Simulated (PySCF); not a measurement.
1,2-dichlorocyclobutene (C4H4Cl2), SMILES ClC1=C(Cl)CC1. Coordinates come from a B3LYP-D3(BJ)/def2-SVP optimisation.

Method: B3LYP-D3(BJ)/def2-SVP (PySCF).

Harmonic wavenumbers (cm⁻¹): 150, 194, 235, 351, 510, 526, 546, 827, 899, 951, 1035, 1078, 1112, 1147, 1150, 1196, 1267, 1445, 1465, 1701, 3052, 3056, 3110, 3118. Rotational constants (GHz): 3.058, 1.789, 1.146; symmetry number 2.

Question: Work out the zero-point energy and the ideal-gas rigid-rotor harmonic-oscillator thermochemistry at 298.15 K and 1 atm.

Answer: ZPE = ½ Σ hcν = ½ × 30123 cm⁻¹ = 180.18 kJ/mol. H − E(el) = 198.05 kJ/mol. Entropy in J/(mol K): translation 168.76, rotation 112.77, vibration 43.92, total 325.45. G − E(el) = 101.02 kJ/mol. Cp = 92.66 J/(mol K).
